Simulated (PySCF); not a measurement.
# Correlation energy of In²⁺ (indium, charge +2)

[Kr] 4d9 5s2, 2D determinant (an excited configuration). All numbers are calculated (PySCF 2.14, scalar relativity by spin-free X2C-1e, in x2c-QZVPPall). Frozen: [Ar] 3d10; 19 electrons correlated.

MP2 pair energies summed by pair of shells (mhartree):

```tsv
pair	energy	share (%)
4d-4d	-262.57	42.0
4p-4d	-138.41	22.2
4d-5s	-86.45	13.8
4p-4p	-45.25	7.2
4s-4d	-27.12	4.3
5s-5s	-25.49	4.1
4s-4p	-19.55	3.1
4p-5s	-14.36	2.3
4s-4s	-3.83	0.6
4s-5s	-1.50	0.2
```

Total MP2 correlation energy: -624.52 mhartree.

Same-spin part -207.22 and opposite-spin part -417.30 mhartree; SCS-MP2 scales them by 1/3 and 6/5 to -569.84 mhartree.

This basis was not built for core-valence correlation, so the inner-shell part is incomplete.
